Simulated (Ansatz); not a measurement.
Gas-phase electronic energies from Ansatz, PBE0-D4/def2-TZVP geometries. CBS: MP2 limit from def2 TZ/QZ plus the TZ coupled-cluster correction, frozen cores. DFT in def2-TZVPP. def2 core potentials past Kr. For W outer-core shells are correlated without core-valence functions, which leaves a few kJ/mol of doubt a bond. Each species was taken in one conformer, which may not be the lowest.

Consider the redistribution: `[O]=[W]([OH])([F])([F])[F]` + `BBCl` → `[O]=[W]([F])([F])([F])[Cl]` + `BBO`.

| level | ΔE (kJ/mol) |
| --- | --- |
| PBE-D4 | -39.6 |
| ωB97M-V | -38.6 |
| CCSD(T)/def2-SVP | -39.4 |
| SCS-MP2/def2-QZVPP | -43.8 |

Problem. What does CCSD(T)/CBS give? (An estimate is asked.)

Solution. The calculation gave: -39.3 kJ/mol. The listed levels differ from it by -0.3, 0.7, -0.1, -4.5 kJ/mol.

Problem. What do rigid-rotor, harmonic-oscillator terms from PBE0-D4/def2-TZVP frequencies (298.15 K, 1 bar) make of the CCSD(T)/CBS value? (An estimate is asked.)

Solution. Computed: ΔZPE = +6.2 kJ/mol, ΔH = -34.0 kJ/mol, ΔS = -12 J/(mol·K), ΔG = -30.5 kJ/mol.

Largest T1 diagnostic among the species: 0.021, so the coupled-cluster value is less sure than usual.

Leaving LDA and LC-ωPBE aside and taking each functional with its dispersion term where it has one, the values, not all of them listed here, spread over 6.0 kJ/mol, from B2PLYP to ωB97X-V. In def2-TZVPP, CCSD(T) changes the Hartree–Fock value by −4.2 kJ/mol (the triples alone add −2.3 kJ/mol) and MP2 by −10.4 kJ/mol.
